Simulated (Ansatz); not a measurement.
C$_{2}$H$_{5}$O, charge -1, singlet, at a GFN2-xTB geometry (a gas-phase anion, which may not be bound at this level); B3LYP5/def2-SVP in Ansatz (an electronic-structure program).

The Ansatz input:
Ansatz 0.2 input:
```yaml
crystal:
  periodic: [false, false, false]
  atoms:
    - {symbol: C, position_ang: [1.11701280, -0.45538201, 0.16584940]}
    - {symbol: C, position_ang: [0.08054857, 0.68537464, 0.06351505]}
    - {symbol: O, position_ang: [-1.26679294, 0.00053142, -0.21741353]}
    - {symbol: H, position_ang: [-1.54067912, -0.29799928, 0.65522787]}
    - {symbol: H, position_ang: [0.27418481, 1.16455386, -0.94448532]}
    - {symbol: H, position_ang: [2.12245125, -0.01877928, 0.23543440]}
    - {symbol: H, position_ang: [0.95379974, -1.03911597, 1.08571755]}
    - {symbol: H, position_ang: [1.13921864, -1.19286638, -0.66877288]}
basis:
  gaussian:
    orbitals: def2-SVP
hamiltonian:
  xc: b3lyp5
total_charge: -1
accuracy: high
```

It wrote (shortened):

```
Functional definition: B3LYP5
1622 factors; integrals over basis functions are off by at most 3.2e-9 eV
mean field evaluation 1: about -4191.9120 eV, gradient 2.8e1 eV
mean field evaluation 2: about -4190.8984 eV, gradient 3.4e1 eV
mean field evaluation 4: about -4194.0461 eV, gradient 1.7e0 eV
mean field evaluation 8: about -4194.0473 eV, gradient 1.4e-1 eV
mean field evaluation 16: about -4194.0473 eV, gradient 9.6e-6 eV
mean field -4194.04734683 eV, -154.1283971688 hartree, gradient 3.3e-8 eV, S^2 0.000000; 0 other end points of the search recorded, 0 dependent functions left out
reference -4194.04738153 eV, -154.1283984437 hartree; 13, 13 occupied and 54, 54 virtual orbitals, 1622 factors
Total energy: -4194.04738153 eV, -154.1283984437 hartree
```
